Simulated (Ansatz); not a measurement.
Abridged output of a molecular run in Ansatz:

```
Functional definition: HF
1670 factors; integrals over basis functions are off by at most 1.0e-3 eV
mean field evaluation 1: about -17388.7402 eV, gradient 3.5e1 eV
mean field evaluation 2: about -17389.0562 eV, gradient 3.5e1 eV
mean field evaluation 4: about -17392.6566 eV, gradient 4.5e0 eV
mean field evaluation 8: about -17392.7404 eV, gradient 4.0e-1 eV
mean field evaluation 16: about -17392.7419 eV, gradient 2.3e-6 eV
mean field -17392.74190804 eV, -639.1714758965 hartree, gradient 2.3e-6 eV, S^2 0.000000; 0 other end points of the search recorded, 0 dependent functions left out; unrestricted orbitals would lower it
10 core orbitals not correlated: weight in the atoms' cores, before any rotation towards them, 1.000 or more for the frozen orbitals, at most 0.000 for the correlated occupied ones
reference -17392.74190804 eV, -639.1714758965 hartree; 16, 16 occupied and 255, 255 virtual orbitals, 1670 factors
second order -25.26208003 eV of doubles, -0.00000000 eV of singles
cycle   1  -25.83282821 eV  change   -5.7e-1 eV  update   1.1e-1
cycle   2  -26.51310133 eV  change   -6.8e-1 eV  update   3.6e-2
cycle   3  -26.66585150 eV  change   -1.5e-1 eV  update   1.7e-2
cycle   4  -26.65877069 eV  change    7.1e-3 eV  update   4.8e-3
cycle   5  -26.65800381 eV  change    7.7e-4 eV  update   2.1e-3
cycle   6  -26.65865855 eV  change   -6.5e-4 eV  update   6.9e-4
cycle   7  -26.65851288 eV  change    1.5e-4 eV  update   2.7e-4
cycle   8  -26.65847191 eV  change    4.1e-5 eV  update   1.1e-4
cycle   9  -26.65850264 eV  change   -3.1e-5 eV  update   4.0e-5
cycle  10  -26.65849034 eV  change    1.2e-5 eV  update   1.6e-5
perturbative correction -1.29886561 eV, -0.0477324306 hartree
Total energy: -17420.69926398 eV, -640.1988897773 hartree
```

Its atoms:

```xyz
12

B     2.4907   -0.5749   -0.3548
C     1.0940   -0.0079   -0.6008
C     0.0090   -0.1118    0.1992
Cl    0.0745   -0.9570    1.7017
C    -1.2745    0.4739   -0.1455
C    -2.3881    0.4185    0.5813
H     2.7448   -1.1947    0.6329
H     3.3469   -0.3929   -1.1704
H     0.8965    0.5538   -1.5128
H    -1.2755    0.9969   -1.0974
H    -2.4204   -0.0949    1.5343
H    -3.2979    0.8910    0.2324
```

**Question.** Which basis set was used?
A. def2-SVPD
B. def2-TZVPP
C. cc-pV(D+d)Z
D. def2-QZVPP

**Answer.** B. It gives 281 functions.

**Question.** Write the keys of the input that set method, charge and spin (a neutral closed shell needs none for the last two).

**Answer.** 
```yaml
correlation: {method: ccsd_t}
```
